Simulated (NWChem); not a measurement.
System: C4H5N; SMILES C#C/C=N/C

```xyz
10

C     -0.1668     2.6048     0.0000
C      0.0653     1.4145     0.0000
C      0.4139     0.0246     0.0000
N     -0.4597    -0.8971     0.0000
C     -0.0053    -2.2544     0.0000
H     -0.3921     3.6557     0.0000
H      1.5029    -0.1932     0.0000
H     -0.4166    -2.7756    -0.8803
H      1.0975    -2.3687     0.0000
H     -0.4166    -2.7756     0.8803
```
Atoms are numbered in this order, from 1.

Results from NWChem. Medium grid unless said otherwise, to which SCAN and Minnesota functionals are sensitive. Coordinates come from a PBE0/def2-SVP optimisation. Total energies of different functionals are on different scales.

```
level                                  energy (Ha)  highest occupied level (eV)  orbital gap (eV)  dipole (D)
-------------------------------------  -----------  ---------------------------  ----------------  ----------
PBE/def2-TZVP                            -209.8935                        -6.15              3.82        1.29
B3LYP/def2-TZVP                          -210.1719                        -7.46              5.89        1.39
r2SCAN/def2-TZVP                         -210.0349                        -6.48              4.30        1.34
TPSSh/def2-TZVP                          -210.1771                          ___               ___        1.36
LDA (Slater exchange, VWN5)/def2-TZVP    -208.2753                        -6.25              3.69        1.34
```

Fill in the missing entries.


- TPSSh/def2-TZVP, highest occupied level (eV): -6.87
- TPSSh/def2-TZVP, orbital gap (eV): 5.08
